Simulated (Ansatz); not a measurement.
CeF₃. The state is a doublet with charge 0. Geometry PBE-D4/def2-SVP, basis def2-TZVP, Ansatz.

| run | HOMO (eV) | LUMO (eV) |
| --- | --- | --- |
| A | -9.11 | -0.33 |
| B | -3.46 | -2.83 |
| C | -3.50 | -2.93 |
| D | -3.62 | -2.42 |
| E | -6.41 | -1.84 |

In the def2 sets Ce takes a core potential; there is no spin–orbit coupling. With an open 4f shell the SCF may have ended on a state above the lowest.

HOMO and LUMO are taken over both spins.

Task: The runs used PBE, PBE0, r2SCAN, revPBE, ωB97X-V. Estimate which is which.

Result: A ωB97X-V (range-separated); B revPBE (0 % exact exchange); C PBE (0 % exact exchange); D r2SCAN (0 % exact exchange); E PBE0 (25 % exact exchange). Exact exchange lowers occupied and raises empty levels; among semilocal functionals meta-GGAs tend to open the gap a little, and such runs are hard to tell apart. The gap grows from 0.57 eV (PBE) to 8.78 eV (ωB97X-V).
